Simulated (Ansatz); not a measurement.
Species: GeSe, net charge 0, singlet state. 
Coordinates optimised at B3LYP-D3(BJ)/def2-TZVP (Ansatz, a quantum-chemistry and plane-wave program):
```xyz
2

Ge     0.0000     0.0000    -1.1111
Se     0.0000     0.0000     1.0458
```

Basis-set convergence of Hartree-Fock and CCSD(T) correlation energies (hartree) with Ansatz. Cores are frozen in the correlated levels unless marked. No spin-orbit coupling. Frozen are the shells of the preceding noble gas and the d and f shells that filled before the atom's block. No relativistic terms.

The T1 diagnostic of CCSD in the largest basis is 0.025, which is high, so the coupled-cluster rows are less sure than usual.

```csv
basis,functions,E(HF),"E(corr, CCSD(T))",rough core time
cc-pVDZ,54,-4475.18854,-0.21298,under 20 s
cc-pVTZ,86,-4475.33488,-0.26682,under 20 s
cc-pVQZ,136,-4475.34062,-0.28491,under 20 s
cc-pV5Z,208,-4475.34116,-0.29158,22 s
```

Extrapolating the two largest sets (X = 4 and 5) as X^-3: E(corr) = (125·(-0.29158) - 64·(-0.28491))/61 = -0.2986 Eh, an estimate of the basis-set limit. The largest set recovers 97.7 % of it, the smallest 71.3 %.
